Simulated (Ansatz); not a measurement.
Basis-set extrapolation for CH₈B₂Si₂ (PBE0-D4/def2-TZVP geometry, frozen core, Ansatz). Multiplicity 1, RHF reference.

```json
{"": "HF", "def2-TZVPP": "-669.709663", "def2-QZVPP": "-669.731351"}
{"": "MP2 correlation", "def2-TZVPP": "-0.661860", "def2-QZVPP": "-0.702589"}
{"": "CCSD(T) correlation", "def2-TZVPP": "-0.751713", "def2-QZVPP": "not run"}
```

Energies in hartree. Use E(X) = E(∞) + A·exp(−7.88·√X) for Hartree–Fock and E(X) = E(∞) + B·X^(−2.97) for correlation, with X = 3 and 4, and add CCSD(T) minus MP2 of the smaller set to the MP2 limit.

**Question.** What is the CCSD(T) energy at the basis-set limit?

**Answer.** HF limit: -669.731351 + (-0.021688) × 0.13774 = -669.73434. MP2 limit: -0.702589 + (-0.040729) × 0.74074 = -0.73276. Higher-order term: -0.751713 − (-0.661860) = -0.08985. Total: -670.55695 hartree, 60.0 kcal/mol below CCSD(T)/def2-TZVPP.
